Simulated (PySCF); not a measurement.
**Computed properties of TeHBr, SMILES [TeH]Br**

TeHBr, SMILES Br[TeH]. Coordinates come from a B3LYP-D3(BJ)/def2-TZVP optimisation. The def2 effective core potentials stand for the cores of Te; spin–orbit coupling is left out. The values are those of a single conformer. All values are computed for the isolated molecule unless a solvent is named; none is compared with measurement here.

**Structure.** The optimised structure has Cs symmetry. All 3 harmonic modes at B3LYP-D3(BJ)/def2-TZVP (PySCF) are real, so it is a minimum.

**Vibrations.** The strongest infrared lines (harmonic, unscaled, degenerate partners summed) lie at 2108 cm⁻¹ (36 km/mol, H 99 %), 250 cm⁻¹ (8 km/mol, Br 62 %, Te 38 %), 626 cm⁻¹ (7 km/mol, H 99 %). The softest mode is at 250 cm⁻¹ and the zero-point energy is 4.3 kcal/mol.

**Electronic structure.** CAM-B3LYP/def2-TZVPD (PySCF) places the frontier levels at -7.89 and -1.91 eV, a gap of 5.98 eV, and gives a dipole moment of 1.76 D and a mean polarisability of 64.7 bohr³.

**Excitations.** TDA-PBE0/def2-TZVPD (PySCF) has S1 at 2.33 eV (533 nm, f = 0.001, dark); the most intense of the 10 singlets computed lies at 6.28 eV (f = 0.09). T1 (TDA) is at 1.63 eV, 0.70 eV under S1.
